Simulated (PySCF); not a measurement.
Input of an EPR job (settings, then geometry in Å):

```
{"job": {"kind": "epr", "basis": "pcH-1"}, "charge": 0, "multiplicity": 2}
F     -0.177024     1.481346    -1.301180
C      0.071181     1.240528     0.034558
O      1.390518     0.961194     0.220553
C      1.782905    -0.349960    -0.122748
C      0.903088    -1.272361    -0.372514
C     -0.555974    -1.191534    -0.318897
C     -0.873357     0.094486     0.466160
F     -0.683691    -0.113599     1.799165
Cl    -2.568917     0.589967     0.240727
H     -0.159233     2.168621     0.575151
H      2.853551    -0.438135    -0.135482
H     -0.994723    -2.036874     0.215259
H     -0.992713    -1.133192    -1.318480
```

The calculation used UKS B3LYP, pcH-1 on C Cl F H O, non-relativistic, mean-field spin-orbit, GIAO (PySCF 2.14.0). Geometry: GFN2-xTB, one conformer, isolated molecule. Couplings are sensitive to structure, and on GFN2-xTB geometries they can be far from those on DFT ones.

Output of the driver script. Atoms in this output count from 0.

```
UKS, coarse grid
  cycle   1  E = -927.80034579  |g| = 6.78e-01
  cycle   2  E = -927.52287999  |g| = 1.15e+00
  cycle   3  E = -927.95489323  |g| = 8.22e-02
  cycle   4  E = -927.95580032  |g| = 7.30e-02
  cycle   5  E = -927.95823035  |g| = 1.88e-02
  cycle   6  E = -927.95839793  |g| = 6.73e-03
  cycle   7  E = -927.95843086  |g| = 2.91e-03
  cycle   8  E = -927.95844179  |g| = 1.58e-03
  cycle   9  E = -927.95844729  |g| = 7.65e-04
UKS, final grid
  cycle   1  E = -927.95837408  |g| = 8.83e-04
  cycle   2  E = -927.95837407  |g| = 1.28e-03
  cycle   3  E = -927.95837471  |g| = 1.89e-04
  cycle   4  E = -927.95837480  |g| = 1.57e-04
  cycle   5  E = -927.95837486  |g| = 3.35e-05
  cycle   6  E = -927.95837486  |g| = 1.29e-05
E = -927.95837486 Eh   <S^2> = 0.7591 (exact 0.7500)
g shifts (ppm)      1          2          3
  rmc          -176       -176       -176
  gc             41          5          8
  oz_so        -811        377       1415
  total        -945        206       1247
hyperfine (MHz)  atom isotope    a_iso     a_fc   dipolar eigenvalues
    0   19F      -5.01      -5.04     -5.74      0.14      5.60
    1   13C      -4.46      -4.46     -1.06     -0.56      1.62
    2   17O     -12.54     -12.48    -29.39     11.86     17.53
    3   13C      50.52      50.52    -18.47      1.83     16.64
    4   13C     401.89     402.06    -77.70    -56.15    133.85
    5   13C      10.25      10.25     -5.66     -4.58     10.24
    6   13C      56.71      56.68     -6.73     -5.31     12.04
    7   19F       1.69       1.59     -9.38     -4.58     13.96
    8  35Cl       3.99       3.87     -4.83     -3.75      8.58
    9    1H      10.50      10.50     -1.71     -0.83      2.54
   10    1H      44.44      44.45     -6.05     -4.11     10.16
   11    1H      43.74      43.74     -6.72     -5.51     12.23
   12    1H       7.77       7.78     -6.40     -4.04     10.44
```

|g| in the SCF lines is the orbital gradient. In the g block, columns 1 to 3 are the principal axes in rising order; rmc is the relativistic mass correction, gc the gauge correction and oz_so the orbital-Zeeman/spin–orbit term. a_fc is the Fermi-contact part of a_iso, the rest being spin–orbit.

Is the state sound, as far as the log shows?

The SCF converged after 15 cycles in all, 9 of them on the coarse grid; no stability test was run. The unrestricted determinant has ⟨S²⟩ = 0.7591 (exact 0.7500), so spin contamination is small.

What are the principal g values and g_iso?

Adding the total shifts to 2.002319 gives 2.00137, 2.00253, 2.00357; their mean shift is 169 ppm, so g_iso = 2.00249.

Which couplings shape the isotropic spectrum at natural abundance (0.05 mT or more)? Keep the log's numbering.

atom 10 (1H, I = 1/2): 44.4 MHz = 1.59 mT in magnitude, a 1:1 doublet; atom 11 (1H, I = 1/2): 43.7 MHz = 1.56 mT in magnitude, a 1:1 doublet; atom 9 (1H, I = 1/2): 10.5 MHz = 0.37 mT in magnitude, a 1:1 doublet; atom 12 (1H, I = 1/2): 7.8 MHz = 0.28 mT in magnitude, a 1:1 doublet; atom 0 (19F, I = 1/2): -5.0 MHz = 0.18 mT in magnitude, a 1:1 doublet; atom 8 (35Cl, I = 3/2): 4.0 MHz = 0.14 mT in magnitude, a 1:1:1:1 quartet; atom 7 (19F, I = 1/2): 1.7 MHz = 0.06 mT in magnitude, a 1:1 doublet. Together 256 lines to first order. Main isotope only: 35Cl (natural samples also hold 24 % 37Cl, magnetic too, which adds its own pattern).

How large is the spin–orbit part of a_iso for atom 4 (13C)?

a_iso − a_fc = 401.89 − (402.06) = -0.17 MHz.

The species is `F[C@H]1[C@@](Cl)(C[C]=CO1)F` [radical]. The run used 275 basis functions and 12 iterations of the response equations.
Labels such as C1 count atoms from 1, the log's own numbers from 0.
